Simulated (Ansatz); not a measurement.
Ansatz (a quantum-chemistry and plane-wave program) input for CdGeH₄S, SMILES [SH][Cd][GeH3], PBE-D3(BJ)/def2-SVP. 

Ansatz 0.2 input:
```yaml
crystal:
  periodic: [false, false, false]
  atoms:
    - {symbol: Cd, position_ang: [0.14855242, 0.24853639, -0.41046097]}
    - {symbol: S, position_ang: [0.89209238, 1.44744181, -2.34212322]}
    - {symbol: H, position_ang: [2.04831273, 1.83043015, -1.74786237]}
    - {symbol: Ge, position_ang: [-0.65519761, -1.03079106, 1.64435816]}
    - {symbol: H, position_ang: [-0.69092098, -2.55467862, 1.38917002]}
    - {symbol: H, position_ang: [0.28169604, -0.78449573, 2.84930294]}
    - {symbol: H, position_ang: [-2.07675812, -0.59475709, 2.06602627]}
basis:
  gaussian:
    orbitals: def2-SVP
hamiltonian:
  xc: pbe
  dispersion: d3bj
relax: {f_tol: 0.002, max_steps: 200}
```

It prints:

```
WARN ansatz: RAYON_NUM_THREADS=1 ignored (pool sized by the plan → 1); use --threads N
Functional definition: PBE
integrals: 0.05 GiB planned
1096 factors; their error is unknown
mean field: 0.25 GiB planned
mean field evaluation 1: about -71956.7549 eV, gradient 3.5e1 eV
mean field evaluation 2: about -71947.3036 eV, gradient 6.4e1 eV
mean field evaluation 4: about -71959.9009 eV, gradient 4.9e0 eV
mean field evaluation 8: about -71959.9729 eV, gradient 3.0e-1 eV
mean field evaluation 16: about -71959.9189 eV, gradient 7.0e-5 eV
mean field -71959.91889090 eV, -2644.4782430556 hartree, gradient 6.9e-5 eV, S^2 0.000000; 0 other end points of the search recorded, 0 dependent functions left out
the calculation of the forces begins
reference -71959.91893314 eV, -2644.4782446079 hartree; 36, 36 occupied and 65, 65 virtual orbitals, 1096 factors
relax step   1: F+E_penalty+E_count = -71960.06403677 eV  Δ(F+E_penalty+E_count) = +0.000e0 eV  max|allowed force component| = 2.189e-1 eV/Å  Δτ_max = 0.0000 Å  (25 SCF iters, accepted)
these checks for a lower state are left out or cut short: starts, cluster_reference, orbital_swaps, neighbouring_geometries, increment
integrals: 0.05 GiB planned
1096 factors; their error is unknown
mean field: 0.26 GiB planned
mean field -71959.92080697 eV, -2644.4783134700 hartree, gradient 1.5e-5 eV, S^2 0.000000; 0 other end points of the search recorded, 0 dependent functions left out
the calculation of the forces begins
reference -71959.92084916 eV, -2644.4783150205 hartree; 36, 36 occupied and 65, 65 virtual orbitals, 1096 factors
relax step   2: F+E_penalty+E_count = -71960.06650491 eV  Δ(F+E_penalty+E_count) = -2.468e-3 eV  max|allowed force component| = 8.207e-2 eV/Å  Δτ_max = 0.0489 Å  (26 SCF iters, accepted)
these checks for a lower state are left out or cut short: starts, cluster_reference, orbital_swaps, neighbouring_geometries, increment
integrals: 0.05 GiB planned
1096 factors; their error is unknown
mean field: 0.25 GiB planned
mean field -71959.92200844 eV, -2644.4783576233 hartree, gradient 1.5e-5 eV, S^2 0.000000; 0 other end points of the search recorded, 0 dependent functions left out
the calculation of the forces begins
reference -71959.92205065 eV, -2644.4783591742 hartree; 36, 36 occupied and 65, 65 virtual orbitals, 1096 factors
relax step   3: F+E_penalty+E_count = -71960.06747280 eV  Δ(F+E_penalty+E_count) = -9.679e-4 eV  max|allowed force component| = 9.724e-3 eV/Å  Δτ_max = 0.0260 Å  (26 SCF iters, accepted)
these checks for a lower state are left out or cut short: starts, cluster_reference, orbital_swaps, neighbouring_geometries, increment
integrals: 0.05 GiB planned
1096 factors; their error is unknown
mean field: 0.25 GiB planned
mean field evaluation 32: about -71959.9775 eV, gradient 1.6e-1 eV
mean field -71959.92208299 eV, -2644.4783603629 hartree, gradient 4.0e-5 eV, S^2 0.000000; 0 other end points of the search recorded, 0 dependent functions left out
the calculation of the forces begins
reference -71959.92212520 eV, -2644.4783619139 hartree; 36, 36 occupied and 65, 65 virtual orbitals, 1096 factors
relax step   4: F+E_penalty+E_count = -71960.06750164 eV  Δ(F+E_penalty+E_count) = -2.884e-5 eV  max|allowed force component| = 3.040e-3 eV/Å  Δτ_max = 0.0023 Å  (18 SCF iters, accepted)
these checks for a lower state are left out or cut short: starts, cluster_reference, orbital_swaps, neighbouring_geometries, increment
integrals: 0.05 GiB planned
1096 factors; their error is unknown
mean field: 0.26 GiB planned
mean field -71959.92208474 eV, -2644.4783604271 hartree, gradient 1.1e-5 eV, S^2 0.000000; 0 other end points of the search recorded, 0 dependent functions left out
the calculation of the forces begins
reference -71959.92212695 eV, -2644.4783619782 hartree; 36, 36 occupied and 65, 65 virtual orbitals, 1096 factors
relax step   5: F+E_penalty+E_count = -71960.06750243 eV  Δ(F+E_penalty+E_count) = -7.871e-7 eV  max|allowed force component| = 8.399e-4 eV/Å  Δτ_max = 0.0003 Å  (17 SCF iters, accepted)
integrals: 0.05 GiB planned
1096 factors; their error is unknown
mean field: 0.26 GiB planned
mean field -71959.92208474 eV, -2644.4783604271 hartree, gradient 1.1e-5 eV, S^2 0.000000; 1 other end points of the search recorded, 0 dependent functions left out
the calculation of the forces begins
reference -71959.92212695 eV, -2644.4783619782 hartree; 36, 36 occupied and 65, 65 virtual orbitals, 1096 factors
Total energy: -71960.06754463 eV, -2644.4837059797 hartree
Atom 0 at     0.147470     0.248640    -0.411097 Å, force    -0.000164    -0.000217     0.000143 eV/Å
Atom 1 at     0.884160     1.442583    -2.340865 Å, force     0.000267    -0.000016     0.000390 eV/Å
Atom 2 at     2.043461     1.819677    -1.728146 Å, force    -0.000126     0.000041    -0.000132 eV/Å
Atom 3 at    -0.651118    -1.025812     1.636838 Å, force    -0.000508     0.000056    -0.000840 eV/Å
Atom 4 at    -0.687149    -2.558159     1.381695 Å, force     0.000127    -0.000070     0.000176 eV/Å
Atom 5 at     0.291054    -0.777558     2.847979 Å, force     0.000317     0.000165     0.000048 eV/Å
Atom 6 at    -2.080102    -0.587684     2.062008 Å, force     0.000086     0.000041     0.000216 eV/Å
Dipole moment:     0.060290    -0.079374     0.271248 e Å
```

The run converged.

Cost: very roughly 16 core-seconds.
